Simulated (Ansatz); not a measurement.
Gas-phase electronic energies from Ansatz, PBE0-D4/def2-TZVP geometries. CBS: MP2 limit from def2 TZ/QZ plus the TZ coupled-cluster correction, frozen cores. Functionals use def2-TZVPP. B3LYP here is the variant with VWN-RPA as its local correlation; programs differ in this. Each species was taken in one conformer, which may not be the lowest.

`[AlH2]/[CH]=C/B[SiH3]` + `CN[SiH3]` → `CN([SiH3])B[SiH3]` + `C=[CH][AlH2]`  (ligand exchange at a B–C bond)

Question: Is it downhill or uphill in electronic energy at CCSD(T)/CBS, and by how much? (Best estimate.)

Answer: The calculation gave: Downhill: ΔE = -30.6 kcal/mol.

Question: What do these levels give: PBE-D4, PBE0-D4, B3LYP-D4, ωB97X-V, ωB97M-V, PBE, B3LYP, CCSD/def2-TZVPP, HF/def2-QZVPP, SCS-MP2/def2-QZVPP, HF/CBS(def2), MP2/CBS(def2)? (Estimate.)

Answer: Ansatz gave: PBE-D4 -30.1, PBE0-D4 -29.8, B3LYP-D4 -30.0, ωB97X-V -30.0, ωB97M-V -30.8, PBE -28.9, B3LYP -28.0, CCSD/def2-TZVPP -30.2, HF/def2-QZVPP -25.9, SCS-MP2/def2-QZVPP -30.1, HF/CBS(def2) -25.9, MP2/CBS(def2) -30.8 kcal/mol.

Largest T1 diagnostic among the species: 0.013.

The D4 term adds −2.0 kcal/mol with B3LYP and −1.1 kcal/mol with PBE0; it sums over pairs of atoms, weighted by their polarisabilities, and B3LYP, whose exchange is more repulsive, gets the larger term. In def2-TZVPP, CCSD(T) changes the Hartree–Fock value by −5.0 kcal/mol (the triples alone add −0.8 kcal/mol) and MP2 by −5.2 kcal/mol.
